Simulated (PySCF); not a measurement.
Compound: [MoSF4]- (charge -1 and doublet state).
Bonds: Mo1–S2, Mo1–F3, Mo1–F4, Mo1–F5, Mo1–F6.

Computed, not measured: PBE0-D3(BJ)/def2-SVP geometry optimisation, gas phase, def2 core potentials past Kr (PySCF 2.14.0).

Question: How far are the bound atoms from Mo1?

Answer: 5 atoms: F6 1.897 Å, F3 1.897 Å, F4 1.897 Å, F5 1.897 Å, S2 2.119 Å.

Question: List the angles at Mo1.

Answer: 
```json
{"angle": "F3–Mo1–F5", "degrees": "142.4", "distance of the outer atoms (Å)": "3.59"}
{"angle": "F4–Mo1–F6", "degrees": "142.2", "distance of the outer atoms (Å)": "3.59"}
{"angle": "S2–Mo1–F4", "degrees": "108.9", "distance of the outer atoms (Å)": "3.27"}
{"angle": "S2–Mo1–F6", "degrees": "108.9", "distance of the outer atoms (Å)": "3.27"}
{"angle": "S2–Mo1–F5", "degrees": "108.8", "distance of the outer atoms (Å)": "3.27"}
{"angle": "S2–Mo1–F3", "degrees": "108.8", "distance of the outer atoms (Å)": "3.27"}
{"angle": "F4–Mo1–F5", "degrees": "84.0", "distance of the outer atoms (Å)": "2.54"}
{"angle": "F3–Mo1–F4", "degrees": "84.0", "distance of the outer atoms (Å)": "2.54"}
{"angle": "F3–Mo1–F6", "degrees": "84.0", "distance of the outer atoms (Å)": "2.54"}
{"angle": "F5–Mo1–F6", "degrees": "84.0", "distance of the outer atoms (Å)": "2.54"}
```

Question: What is the shape at Mo1?

Answer: Square pyramidal: τ5 = (β − α)/60° = 0.00 from the two widest angles, 142.4° and 142.2° (0 for a square pyramid, 1 for a trigonal bipyramid).

Question: What are the rotational constants (commonest isotopes, rigid rotor)?

Answer: A = 2063, B = 1729, C = 1728 MHz: a prolate symmetric top.

Point group: C4v (tolerance 0.08 Å). Charge -1, doublet. ⟨S²⟩ = 0.760 (exact for a doublet: 0.75). The geometry's basis has no diffuse functions, a weakness for an anion. PBE0-D3(BJ)/def2-SVP frequencies: not computed here.
